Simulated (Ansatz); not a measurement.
Species: H10SSi5, SMILES `[SiH2]1[SiH2][SiH2]S[SiH2][SiH2]1` (charge 0, multiplicity 1), formula H₁₀SSi₅.

Problem. How many basis functions does frozen-core CCSD(T)/def2-TZVPP // PBE0-D3(BJ)/def2-SVP (Ansatz, an electronic-structure program) use, how many core orbitals are frozen, and how many electrons are correlated?

Solution. 392 basis functions and 30 frozen orbitals, which leaves 36 correlated electrons. Core time is of the order of hours.
